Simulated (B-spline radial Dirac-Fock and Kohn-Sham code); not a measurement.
**Atomic SCF run for Cd**

ΔSCF core binding energies without Breit or QED terms, calculated with a radial B-spline solver. Keys: rel is the Hamiltonian (dirac, or spin-free x2c and nr, where L3 and M5 stand for the whole 2p and 3d shells), method is hf or an exchange,correlation pair (spin-unpolarised, also for the hole states), nuc the nuclear model, radius_factor scales its radius, rmax is the box in bohr, h the logarithmic mesh step, order the B-spline order, points the quadrature points per cell, c_factor scales the speed of light, and damp, ndamp, maxit and tol steer the iteration. The run stops when the commutator error falls below 10·tol·max(1, Z/10), or the numerical noise floor, and the energy has settled to about 1e-8 Ha; the virial ratio is −V/T.

Input (task.json):

```json
{"items": [{"Z": 48, "q": 0, "cfg": [[1, 0, 2], [2, 0, 2], [2, 1, 6], [3, 0, 2], [3, 1, 6], [3, 2, 10], [4, 0, 2], [4, 1, 6], [4, 2, 10], [5, 0, 2]], "A": 114, "rrms": 4.6087, "do": "settings", "holes": ["K", "L3", "M5"],
  "settings": [{"rel": "dirac", "method": "hf", "nuc": "fermi", "radius_factor": 1.0, "rmax": 45.0, "h": 0.3, "order": 8, "points": 10, "c_factor": 1.0, "maxit": 100, "damp": 0.5, "ndamp": 3, "tol": 1e-08, "cfg": "1s2 2s2 2p6 3s2 3p6 3d10 4s2 4p6 4d10 5s2 5p3"}]}]}
```

Command: `python xray2_run.py task.json out`

Ground-state iterations:

```
iter   energy (Ha)        error
   1    -5591.66677752  1.71e+00
   2    -5592.04962340  1.69e-01
   3    -5592.72333616  3.82e-02
   4    -5593.19564926  1.48e-02
   5    -5593.21480840  5.28e-03
   6    -5593.21659269  2.72e-03
   7    -5593.21696717  9.49e-04
   8    -5593.21705030  1.96e-04
   9    -5593.21705273  1.66e-05
  10    -5593.21705276  3.74e-06
  11    -5593.21705277  4.23e-07
```

The ground state converged in 11 iterations, with total energy -5593.21705 Ha, virial ratio 1.95352 and highest orbital energy 1.67 eV. Holes are computed only in closed shells, and unreliable hole states are left out.

Question: One setting is unsound. Which, and why?

Answer: cfg describes an anion whose outer electrons are not bound. With the default settings (Dirac Hartree-Fock): The ground state converged in 11 iterations, with total energy -5593.31918 Ha, virial ratio 1.95354 and highest orbital energy -7.66 eV. ΔSCF binding energies: K (1s) 26802.0 eV, L3 (2p3/2) 3551.7 eV, M5 (3d5/2) 411.5 eV.
